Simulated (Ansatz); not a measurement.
Calculated with Ansatz (gas phase, PBE0-D4/def2-TZVP geometries, no zero-point term in ΔE). CCSD(T)/CBS adds triple-zeta CCSD(T) − MP2 to the extrapolated MP2 energy (def2 sets, frozen cores). This one scheme is used for every species. DFT in def2-TZVPP. One conformer a species, not always the lowest.

Consider the formal exchange of groups at the Si–F bond: `CC(=O)O[SiH2]F` + CH₄ → `C[SiH2]OC(C)=O` + H–F.

`CC(=O)O[SiH2]F`:

```xyz
11

C    -1.080   -0.968   -1.323
C    -0.174   -0.577   -0.206
O     0.412   -1.337    0.529
O    -0.036    0.745   -0.055
Si    0.998    1.139    1.219
F     0.988    2.730    1.184
H    -1.149   -2.051   -1.384
H    -0.700   -0.559   -2.260
H    -2.068   -0.534   -1.159
H     0.434    0.717    2.512
H     2.375    0.694    0.943
```

CH₄:

Z-matrix (Å, degrees):
```
C
H 1 1.090
H 1 1.090 2 109.5
H 1 1.090 2 109.5 3 -120.0
H 1 1.090 2 109.5 3 120.0
```

`C[SiH2]OC(C)=O`:

Z-matrix (Å, degrees):
```
C
Si 1 1.856
H 1 1.093 2 110.2
H 1 1.092 2 111.0 3 119.7
H 1 1.092 2 111.0 3 -119.7
O 2 1.696 1 104.2 3 -180.0
H 2 1.482 1 111.4 3 -62.1
H 2 1.482 1 111.4 3 62.2
C 6 1.340 2 118.0 1 -180.0
C 9 1.495 6 112.7 2 180.0
O 9 1.203 6 122.0 2 -0.0
H 10 1.087 9 110.0 6 -180.0
H 10 1.092 9 109.6 6 58.7
H 10 1.092 9 109.6 6 -58.7
```

H–F:

Cartesian coordinates in Å:
```
F -0.396 -0.013 0.233
H 0.396 0.013 -0.233
```

CCSD(T)/CBS gives +144.5 kJ/mol.

Another level gave +145.7 kJ/mol. Which?
A. HF/def2-TZVPP
B. MP2/def2-TZVPP
C. PBE0-D4/def2-TZVPP
D. r2SCAN/def2-TZVPP

B. MP2/def2-TZVPP 145.7, r2SCAN 151.4, PBE0-D4 137.9, HF/def2-TZVPP 166.0 kJ/mol.

Largest T1 diagnostic among the species: 0.014.

In def2-TZVPP, CCSD(T) changes the Hartree–Fock value by −20.4 kJ/mol (the triples alone add −2.3 kJ/mol) and MP2 by −20.2 kJ/mol. The D4 term adds −5.9 kJ/mol with B3LYP and −3.3 kJ/mol with PBE0; it sums over pairs of atoms, weighted by their polarisabilities, and B3LYP, whose exchange is more repulsive, gets the larger term.

B3LYP here is the variant with VWN-RPA as its local correlation; programs differ in this.
